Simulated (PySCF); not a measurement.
**Relaxation of singlet IO₃Br**

Level of theory: PBE in PySCF with I def2-SVP with ECP28, O def2-SVP, Br def2-SVP; scalar-relativistic core potentials, no spin–orbit coupling; density-fitted integrals. A (50,194) grid was used.

A start at the PBE0 minimum, of C3v symmetry, held to at least that symmetry:

```xyz
5
charge 0 multiplicity 1, angstrom
I    -0.5665    0.0000   -0.4196
O    -0.3911    1.5063   -1.3718
O    -0.3911   -1.5063   -1.3718
O    -1.9437    0.0000    0.7249
Br    1.4635    0.0000    1.0838
```

Optimiser trace:
| step | E − E(last) (kJ/mol) | largest gradient (Eh/bohr) |
| --- | --- | --- |
| 0 | 7.32 | 0.01929 |
| 1 | 0.83 | 0.00631 |
| 2 | 0.16 | 0.00234 |
| 3 | 0.00 | 0.00027 |
| 4 | 0.00 | 0.00006 |

It ends at C3v with I–Br 2.598 Å, I–O 1.822 Å (×3); Br–I–O 103.6° (×3), O–I–O 114.6° (×3) (after a last refinement on a finer grid). A frequency run shows a minimum.

Final geometry:
Z-matrix (Å, degrees; charge 0 multiplicity 1):
```
I
O  1 1.8222
O  1 1.8222 2 114.64
O  1 1.8222 2 114.64 3 -135.66
Br 1 2.5983 2 103.61 3 112.17
```
